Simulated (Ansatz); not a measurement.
Ansatz (a quantum-chemistry and plane-wave program) job for C₄H₉FSi, SMILES F[SiH]1CCCC1, PBE-D3(BJ)/def2-SVP. 

Ansatz 0.2 input:
```yaml
crystal:
  periodic: [false, false, false]
  atoms:
    - {symbol: F, position_ang: [-0.63493617, 1.89102607, -0.87343558]}
    - {symbol: Si, position_ang: [-0.28155528, 0.87975958, 0.36674813]}
    - {symbol: C, position_ang: [1.43842458, 0.13087247, 0.17571459]}
    - {symbol: C, position_ang: [1.14474979, -1.26250688, -0.42829513]}
    - {symbol: C, position_ang: [-0.13074947, -1.82309308, 0.23149079]}
    - {symbol: C, position_ang: [-1.23731684, -0.74061069, 0.19141102]}
    - {symbol: H, position_ang: [-0.51303014, 1.66374695, 1.61030168]}
    - {symbol: H, position_ang: [1.89692081, 0.02513472, 1.17555414]}
    - {symbol: H, position_ang: [2.12962055, 0.73215322, -0.43453391]}
    - {symbol: H, position_ang: [1.99455913, -1.95424567, -0.30829728]}
    - {symbol: H, position_ang: [0.97297786, -1.16075300, -1.51483115]}
    - {symbol: H, position_ang: [0.09517825, -2.07617692, 1.28294991]}
    - {symbol: H, position_ang: [-0.45392698, -2.75933828, -0.25205998]}
    - {symbol: H, position_ang: [-1.73161631, -0.72843810, -0.79633906]}
    - {symbol: H, position_ang: [-2.02513196, -0.90592237, 0.94177420]}
basis:
  gaussian:
    orbitals: def2-SVP
hamiltonian:
  xc: pbe
  dispersion: d3bj
relax: {f_tol: 0.002, max_steps: 200}
```

Log of the run:

```
WARN ansatz: RAYON_NUM_THREADS=1 ignored (pool sized by the plan → 1); use --threads N
Functional definition: PBE
integrals: 0.08 GiB planned
1498 factors; their error is unknown
mean field: 0.46 GiB planned
mean field evaluation 1: about -14856.1708 eV, gradient 7.7e1 eV
mean field evaluation 2: about -14827.6747 eV, gradient 1.3e2 eV
mean field evaluation 4: about -14870.9218 eV, gradient 6.0e0 eV
mean field evaluation 8: about -14870.9932 eV, gradient 1.8e-1 eV
mean field evaluation 16: about -14870.8998 eV, gradient 7.2e-4 eV
mean field -14870.89981058 eV, -546.4954881811 hartree, gradient 5.2e-5 eV, S^2 0.000000; 0 other end points of the search recorded, 0 dependent functions left out
the calculation of the forces begins
reference -14870.89984683 eV, -546.4954895132 hartree; 28, 28 occupied and 105, 105 virtual orbitals, 1498 factors
relax step   1: F+E_penalty+E_count = -14871.26322893 eV  Δ(F+E_penalty+E_count) = +0.000e0 eV  max|allowed force component| = 2.832e-1 eV/Å  Δτ_max = 0.0000 Å  (29 SCF iters, accepted)
these checks for a lower state are left out or cut short: starts, cluster_reference, orbital_swaps, neighbouring_geometries, increment
integrals: 0.08 GiB planned
1498 factors; their error is unknown
mean field: 0.46 GiB planned
mean field -14870.91197238 eV, -546.4959351187 hartree, gradient 2.5e-5 eV, S^2 0.000000; 0 other end points of the search recorded, 0 dependent functions left out
the calculation of the forces begins
reference -14870.91200869 eV, -546.4959364531 hartree; 28, 28 occupied and 105, 105 virtual orbitals, 1498 factors
relax step   2: F+E_penalty+E_count = -14871.27454828 eV  Δ(F+E_penalty+E_count) = -1.132e-2 eV  max|allowed force component| = 1.577e-1 eV/Å  Δτ_max = 0.0095 Å  (31 SCF iters, accepted)
these checks for a lower state are left out or cut short: starts, cluster_reference, orbital_swaps, neighbouring_geometries, increment
integrals: 0.08 GiB planned
1498 factors; their error is unknown
mean field: 0.46 GiB planned
mean field evaluation 32: about -14870.9142 eV, gradient 2.5e-5 eV
mean field -14870.91416503 eV, -546.4960156971 hartree, gradient 2.5e-5 eV, S^2 0.000000; 0 other end points of the search recorded, 0 dependent functions left out
the calculation of the forces begins
reference -14870.91420137 eV, -546.4960170325 hartree; 28, 28 occupied and 105, 105 virtual orbitals, 1498 factors
relax step   3: F+E_penalty+E_count = -14871.27626451 eV  Δ(F+E_penalty+E_count) = -1.716e-3 eV  max|allowed force component| = 3.427e-2 eV/Å  Δτ_max = 0.0069 Å  (31 SCF iters, accepted)
these checks for a lower state are left out or cut short: starts, cluster_reference, orbital_swaps, neighbouring_geometries, increment
integrals: 0.08 GiB planned
1498 factors; their error is unknown
mean field: 0.46 GiB planned
mean field -14870.91420655 eV, -546.4960172231 hartree, gradient 8.4e-6 eV, S^2 0.000000; 0 other end points of the search recorded, 0 dependent functions left out
the calculation of the forces begins
reference -14870.91424290 eV, -546.4960185587 hartree; 28, 28 occupied and 105, 105 virtual orbitals, 1498 factors
relax step   4: F+E_penalty+E_count = -14871.27630741 eV  Δ(F+E_penalty+E_count) = -4.291e-5 eV  max|allowed force component| = 5.761e-3 eV/Å  Δτ_max = 0.0011 Å  (23 SCF iters, accepted)
these checks for a lower state are left out or cut short: starts, cluster_reference, orbital_swaps, neighbouring_geometries, increment
integrals: 0.08 GiB planned
1498 factors; their error is unknown
mean field: 0.46 GiB planned
mean field -14870.91419689 eV, -546.4960168680 hartree, gradient 1.6e-5 eV, S^2 0.000000; 0 other end points of the search recorded, 0 dependent functions left out
the calculation of the forces begins
reference -14870.91423323 eV, -546.4960182035 hartree; 28, 28 occupied and 105, 105 virtual orbitals, 1498 factors
relax step   5: F+E_penalty+E_count = -14871.27631221 eV  Δ(F+E_penalty+E_count) = -4.798e-6 eV  max|allowed force component| = 3.341e-3 eV/Å  Δτ_max = 0.0008 Å  (21 SCF iters, accepted)
these checks for a lower state are left out or cut short: starts, cluster_reference, orbital_swaps, neighbouring_geometries, increment
integrals: 0.08 GiB planned
1498 factors; their error is unknown
mean field: 0.46 GiB planned
mean field -14870.91419125 eV, -546.4960166606 hartree, gradient 8.7e-5 eV, S^2 0.000000; 0 other end points of the search recorded, 0 dependent functions left out
the calculation of the forces begins
reference -14870.91422759 eV, -546.4960179962 hartree; 28, 28 occupied and 105, 105 virtual orbitals, 1498 factors
relax step   6: F+E_penalty+E_count = -14871.27631327 eV  Δ(F+E_penalty+E_count) = -1.064e-6 eV  max|allowed force component| = 8.951e-4 eV/Å  Δτ_max = 0.0006 Å  (18 SCF iters, accepted)
integrals: 0.08 GiB planned
1498 factors; their error is unknown
mean field: 0.46 GiB planned
mean field evaluation 64: about -14870.9142 eV, gradient 4.5e-3 eV
mean field -14870.91419125 eV, -546.4960166606 hartree, gradient 8.7e-5 eV, S^2 0.000000; 1 other end points of the search recorded, 0 dependent functions left out
the calculation of the forces begins
reference -14870.91422759 eV, -546.4960179962 hartree; 28, 28 occupied and 105, 105 virtual orbitals, 1498 factors
Total energy: -14871.27634962 eV, -546.5093257353 hartree
Atom 0 at    -0.641587     1.903372    -0.881558 Å, force    -0.000101     0.000190     0.000095 eV/Å
Atom 1 at    -0.282488     0.883017     0.365269 Å, force     0.000114    -0.000895    -0.000351 eV/Å
Atom 2 at     1.442932     0.128745     0.175060 Å, force    -0.000514     0.000163     0.000318 eV/Å
Atom 3 at     1.145545    -1.263574    -0.430098 Å, force    -0.000083    -0.000097     0.000090 eV/Å
Atom 4 at    -0.130344    -1.824952     0.232682 Å, force     0.000116     0.000217    -0.000065 eV/Å
Atom 5 at    -1.239496    -0.744977     0.191503 Å, force     0.000106     0.000769    -0.000212 eV/Å
Atom 6 at    -0.514668     1.675045     1.621123 Å, force     0.000136     0.000139     0.000111 eV/Å
Atom 7 at     1.898821     0.024339     1.184756 Å, force    -0.000191     0.000042    -0.000140 eV/Å
Atom 8 at     2.140745     0.737201    -0.434064 Å, force     0.000077    -0.000032    -0.000063 eV/Å
Atom 9 at     2.000690    -1.962302    -0.314931 Å, force     0.000004    -0.000095    -0.000023 eV/Å
Atom 10 at     0.970285    -1.159888    -1.524006 Å, force    -0.000014     0.000017    -0.000068 eV/Å
Atom 11 at     0.098718    -2.077997     1.291808 Å, force     0.000064    -0.000015     0.000061 eV/Å
Atom 12 at    -0.453743    -2.770975    -0.250034 Å, force     0.000045    -0.000193    -0.000013 eV/Å
Atom 13 at    -1.735637    -0.728072    -0.803976 Å, force     0.000377    -0.000053    -0.000094 eV/Å
Atom 14 at    -2.035606    -0.907374     0.944616 Å, force    -0.000136    -0.000156     0.000356 eV/Å
Dipole moment:     0.105292    -0.318746     0.157360 e Å
```

The run converged.

Cost: about 24 core-seconds (a rough figure).
